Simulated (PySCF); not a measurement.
A GIAO shielding run with PySCF (density fitting, non-relativistic, gas phase) on `C=C(C)S[C@@H](F)[SiH2]F`, C₄H₈F₂SSi:

```
$ OMP_NUM_THREADS=1 python probes_run.py task.json out

{"job": {"kind": "nmr", "xc": "PBE0", "basis": "pcSseg-1"}, "charge": 0, "multiplicity": 1}
C      0.839027    -0.632299     1.118029
C      1.138236    -0.357014    -0.142288
C      2.463498     0.153547    -0.607731
S      0.005348    -0.574006    -1.492946
C     -1.633054    -0.571939    -0.707177
F     -1.858419    -1.761571    -0.043733
Si    -1.962430     0.940269     0.439926
F     -3.222131     1.665144    -0.250369
H      1.566615    -0.474870     1.895793
H     -0.102204    -1.046274     1.428924
H      2.351488     1.149878    -1.034330
H      3.168439     0.195039     0.217986
H      2.862842    -0.494834    -1.386242
H     -2.323029    -0.570991    -1.558132
H     -2.414407     0.478714     1.737873
H     -0.887418     1.910151     0.373006
```

Hardware: 1 thread of an Arm Neoverse N1, shared host. The job also computes population analyses, field gradients.

(1) How large is the calculation?

(2) How long does it take, and how much memory does it need?

Results:

(1) 80 electrons, 190 basis functions and 1032 auxiliary functions.

(2) 63 s of wall time, with 14 SCF cycles and 5 response iterations; peak memory 0.77 GiB. Times on a shared host scatter by some tens of per cent.
